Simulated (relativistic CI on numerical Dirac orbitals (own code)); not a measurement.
# Radial parameters of P

Calculated at this level of theory: Dirac-Coulomb-Breit CI, separate exchange-only KLI orbitals for each configuration, model QED (radiative potential, 1s self-energy scaled to tabulated hydrogen-like ionisation energies), valence Slater integrals scaled by 0.85, P86 correlation energy added to each configuration (own radial code, finite nucleus).

Slater integrals F^k, G^k are unscaled and averaged over j, outside the closed core [Ne]; ζ comes from projecting the Hamiltonian with its Breit term on Σ l·s of the shell.

- 3s²3p³: F^2(3p,3p) = 41465, ζ(3p) = 253.64 cm⁻¹; <r>(3p) = 2.385, <r^2>(3p) = 6.807 (bohr units).
- 3s²3p²4s: F^2(3p,3p) = 45469, ζ(3p) = 307.77, G^1(3p,4s) = 2733.1 cm⁻¹; <r>(3p) = 2.201, <r^2>(3p) = 5.739, <r>(4s) = 6.526, <r^2>(4s) = 48.58 (bohr units).
- 3s3p⁴: F^2(3p,3p) = 42038, G^1(3s,3p) = 59958, ζ(3p) = 257.9 cm⁻¹; <r>(3s) = 1.896, <r^2>(3s) = 4.182, <r>(3p) = 2.354, <r^2>(3p) = 6.632 (bohr units).

In this model ζ of a weakly bound d, f or g electron outside closed shells comes out too small, for d by up to a factor of two or three and at times with the wrong sign; that of an outer p electron is too small as well.

Correlation outside the listed configurations is missing or only estimated: errors of thousands of cm⁻¹ between configurations and terms are usual at this charge. Rates and lifetimes follow the computed energies and can be off by large factors. The fine structure of a lone outer electron comes out too small, for d and f at times inverted, and misplaced configurations move strength between like terms. 23 of the 25 excited levels that our extract of the measured tables holds in this range could be paired (the sources list more); they are missed by 2678 cm⁻¹ on average and 4332 at most, and levels without a partner can miss by more.

Averages of the first 10 configurations, taken without configuration mixing, which lowers the lowest level and can move excited configurations by several eV; other configurations of the list can lie among them:

```json
{"Configuration": "3s²3p³", "Parity": "odd", "States": "20", "Average energy above the lowest level (eV)": "1.8"}
{"Configuration": "3s²3p²4s", "Parity": "even", "States": "30", "Average energy above the lowest level (eV)": "8.0"}
{"Configuration": "3s3p⁴", "Parity": "even", "States": "30", "Average energy above the lowest level (eV)": "11.4"}
{"Configuration": "3s²3p²4p", "Parity": "odd", "States": "90", "Average energy above the lowest level (eV)": "9.1"}
{"Configuration": "3s²3p²3d", "Parity": "even", "States": "150", "Average energy above the lowest level (eV)": "9.7"}
{"Configuration": "3s²3p3d²", "Parity": "odd", "States": "270", "Average energy above the lowest level (eV)": "20.6"}
{"Configuration": "3p⁵", "Parity": "odd", "States": "6", "Average energy above the lowest level (eV)": "23.4"}
{"Configuration": "3s²3p²5s", "Parity": "even", "States": "30", "Average energy above the lowest level (eV)": "10.0"}
{"Configuration": "3s²3p²5p", "Parity": "odd", "States": "90", "Average energy above the lowest level (eV)": "10.3"}
{"Configuration": "3s²3p²4d", "Parity": "even", "States": "150", "Average energy above the lowest level (eV)": "10.6"}
```
